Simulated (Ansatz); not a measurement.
A trace of molecular dynamics of C₃H₁₁NO₂Si (18 atoms, charge 0, multiplicity 1).

All numbers below come from RKS BHLYP-D4/STO-3G (Ansatz).

```json
{
 "ensemble": "NVE (velocity Verlet)",
 "starting velocities drawn for": "1000 K",
 "masses": "H 3.016 u",
 "seed": "85501"
}
```

```json
{"time (fs)": "0.0", "T (K)": "1000", "potential energy less start (eV)": "0.000", "conserved less start (meV/atom)": "0.00"}
{"time (fs)": "3.0", "T (K)": "700", "potential energy less start (eV)": "0.637", "conserved less start (meV/atom)": "0.92"}
{"time (fs)": "6.0", "T (K)": "498", "potential energy less start (eV)": "1.050", "conserved less start (meV/atom)": "0.67"}
{"time (fs)": "9.0", "T (K)": "401", "potential energy less start (eV)": "1.254", "conserved less start (meV/atom)": "0.88"}
{"time (fs)": "12.0", "T (K)": "505", "potential energy less start (eV)": "1.039", "conserved less start (meV/atom)": "0.81"}
{"time (fs)": "15.0", "T (K)": "676", "potential energy less start (eV)": "0.674", "conserved less start (meV/atom)": "0.24"}
{"time (fs)": "18.0", "T (K)": "484", "potential energy less start (eV)": "1.084", "conserved less start (meV/atom)": "0.97"}
{"time (fs)": "21.0", "T (K)": "477", "potential energy less start (eV)": "1.093", "conserved less start (meV/atom)": "0.58"}
{"time (fs)": "24.0", "T (K)": "450", "potential energy less start (eV)": "1.150", "conserved less start (meV/atom)": "0.73"}
{"time (fs)": "27.0", "T (K)": "426", "potential energy less start (eV)": "1.201", "conserved less start (meV/atom)": "0.71"}
{"time (fs)": "30.0", "T (K)": "405", "potential energy less start (eV)": "1.242", "conserved less start (meV/atom)": "0.63"}
{"time (fs)": "33.0", "T (K)": "344", "potential energy less start (eV)": "1.374", "conserved less start (meV/atom)": "0.93"}
{"time (fs)": "36.0", "T (K)": "451", "potential energy less start (eV)": "1.145", "conserved less start (meV/atom)": "0.52"}
{"time (fs)": "39.0", "T (K)": "479", "potential energy less start (eV)": "1.094", "conserved less start (meV/atom)": "0.86"}
{"time (fs)": "42.0", "T (K)": "575", "potential energy less start (eV)": "0.888", "conserved less start (meV/atom)": "0.49"}
{"time (fs)": "45.0", "T (K)": "540", "potential energy less start (eV)": "0.966", "conserved less start (meV/atom)": "0.76"}
{"time (fs)": "48.0", "T (K)": "568", "potential energy less start (eV)": "0.907", "conserved less start (meV/atom)": "0.75"}
{"time (fs)": "51.0", "T (K)": "621", "potential energy less start (eV)": "0.790", "conserved less start (meV/atom)": "0.35"}
{"time (fs)": "54.0", "T (K)": "426", "potential energy less start (eV)": "1.206", "conserved less start (meV/atom)": "0.99"}
{"time (fs)": "57.0", "T (K)": "447", "potential energy less start (eV)": "1.155", "conserved less start (meV/atom)": "0.69"}
{"time (fs)": "60.0", "T (K)": "552", "potential energy less start (eV)": "0.940", "conserved less start (meV/atom)": "0.76"}
{"time (fs)": "63.0", "T (K)": "696", "potential energy less start (eV)": "0.639", "conserved less start (meV/atom)": "0.53"}
{"time (fs)": "66.0", "T (K)": "642", "potential energy less start (eV)": "0.748", "conserved less start (meV/atom)": "0.39"}
{"time (fs)": "69.0", "T (K)": "351", "potential energy less start (eV)": "1.361", "conserved less start (meV/atom)": "0.98"}
{"time (fs)": "72.0", "T (K)": "342", "potential energy less start (eV)": "1.374", "conserved less start (meV/atom)": "0.76"}
{"time (fs)": "75.0", "T (K)": "480", "potential energy less start (eV)": "1.085", "conserved less start (meV/atom)": "0.56"}
{"time (fs)": "78.0", "T (K)": "519", "potential energy less start (eV)": "1.006", "conserved less start (meV/atom)": "0.62"}
```

Problem. Is this trajectory sound?

Solution. The conserved energy stayed within 1 meV per atom of its start (net change 0.63 meV per atom), so the integration is sound. The temperature averaged 0.52 of the 1000 K drawn at the start: a run that starts near a minimum puts about half its kinetic energy into the potential. A run of 0.08 ps of so small a system gives no equilibrium averages. Limits of this set-up: minimal basis. The time step was 1 fs.

The run took 7.9 min on 1 thread of AMD EPYC 7R43 64-Core Processor (Zen 3), on a shared host, peak memory 0.16 GiB.
